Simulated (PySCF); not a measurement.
UHF on He⁺ (helium, charge +1)

Configuration: 1s1, 2S determinant. Calculation: PySCF 2.14, in an uncontracted even-tempered set (16 s from 0.09 bohr⁻², ratio 2.2; 7 p from 0.17 bohr⁻², ratio 2.4; 4 d from 0.52 bohr⁻², ratio 2.4; 4 f from 0.78 bohr⁻², ratio 2.4; 3 g from 1.2 bohr⁻², ratio 2.4); no relativity, point nucleus.

```
Total energy                                     : -1.999999 hartree
One-electron energy                              : -2.0000 hartree
Hartree (Coulomb) energy                         : 0.6250 hartree
Exchange energy                                  : -0.6250 hartree
Kinetic energy                                   : 2.00000 hartree
⟨S²⟩                                             : 0.7500
⟨L²⟩                                             : 0.000
Sum of ⟨r⟩                                       : 0.7500 bohr
Sum of ⟨r²⟩                                      : 0.7500 bohr²
Density at the nucleus (Gaussians lack the cusp) : 2.52 bohr⁻³
Spin density at the nucleus                      : 2.52 bohr⁻³
Langevin diamagnetic susceptibility              : -0.594 ×10⁻⁶ cm³/mol
```

| shell | electrons | mean orbital energy (eV) | rms radius, mean of both spins (bohr) |
| --- | --- | --- | --- |
| 1s α | 1 | -54.423 | 0.866 |
